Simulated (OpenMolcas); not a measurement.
## Ti²⁺: effect of the level shift or regulariser

```json
{
 "Program": "OpenMolcas 26.06",
 "Basis": "ANO-RCC-VQZP [7s6p4d3f2g1h]",
 "Scalar Hamiltonian": "DKH2, point nucleus",
 "Active space": "2 electrons in 6 orbitals (3d 4s)",
 "State averaging": "2S+1 = 3 even, 15 roots; 2S+1 = 1 even, 20 roots kept (CI in the orbitals of an earlier block)",
 "Spin-orbit coupling": "RASSI with atomic mean-field integrals over the reference wave functions, term energies averaged over their components"
}
```

Methods on the same reference wave functions:
A. CASSCF
B. MS-CASPT2, IPEA 0.25 Eh, imaginary shift 0.1 Eh (closed shells correlated: 3s 3p)
C. MS-CASPT2, IPEA 0.25 Eh, sigma2 regulariser 0.3 Eh (closed shells correlated: 3s 3p)

Energies in cm-1 above 3d2 3F2, the measured ground level; measured values from Corliss and Sugar, J. Phys. Chem. Ref. Data 8, 1 (1979).

```tsv
Level	A	B	C	Measured
3d2 3F2	0.0	0.0	0.0	0.0
3d2 3F3	199	201	201	185
3d2 3F4	459	460	460	420
3d2 1D2	11392	7870	7880	8474
3d2 3P0	13748	10990	10990	10538
3d2 3P1	13817	11060	11060	10604
3d2 3P2	13961	11200	11200	10721
3d2 1G4	17897	14310	14320	14398
3d 4s 3D1	38934	38790	38790	
3d 4s 3D2	39060	38910	38910	38199
3d 4s 3D3	39260	39120	39120	38426
3d2 1S0	43346	31580	31690	32476
3d 4s 1D2	44572	42080	42080	41704
```

Deviations, from unrounded energies. A percentage is the sum of absolute deviations over the sum of measured energies, with the sign that they share, or ± where signs differ.

```json
{"Against measurement": "mean absolute deviation (cm-1)", "Levels": "11", "A": "2900", "B": "440", "C": "430"}
{"Against measurement": "fine structure of the ground term (%)", "Levels": "2", "A": "+8.8", "B": "+9.3", "C": "+9.3"}
{"Against measurement": "other terms of the ground configuration (%)", "Levels": "6", "A": "+30.9", "B": "±3.4", "C": "±3.3"}
{"Against measurement": "other configurations (%)", "Levels": "3", "A": "+3.9", "B": "+1.5", "C": "+1.5"}
```

B, C lie about equally close to measurement and A furthest from it. The largest miss of C in the table is 3d2 1S0, by -790 cm-1. The ranking rests on the paired levels alone, and a cruder setting can come out closer through cancelling errors.

Between B and C the level of the table that moves most is 3d2 1S0, by 110 cm-1 (lowest in B, highest in C). Moves below CASPT2's spread within the term are not significant.

The mean deviations of B to C differ by less than CASPT2's widest spread within a term (920 cm-1), so their order carries little weight.

From A to B the spin-free energies of the other terms of 3d2 shown, above 3F, scale by factors of 0.68 to 0.80.

The lowest spin-free term lies below A's lowest term by 0.338 hartree in B, 0.338 hartree in C.

CASPT2 breaks the degeneracy within a term, and the mean is taken; among the terms shown or strongly mixed into the levels shown the widest spread is 920 cm-1 (3d2 1G, B). Terms from blocks run as CI alone lack orbitals of their own. A single d shell beside an s shell can misplace configurations of different d count against each other. Without dynamic correlation excited terms often stand tens of per cent too high (terms of higher spin than the ground term too low), and those without a measured partner can miss by more than the paired ones (holds for A). Computed and measured levels are paired by configuration, term and J; levels that our copy of the source lacks, or whose pairing is in doubt (as where it misses far off the trend of its configuration), stay unpaired and out of the deviations. Levels of configurations outside the active space are missing.
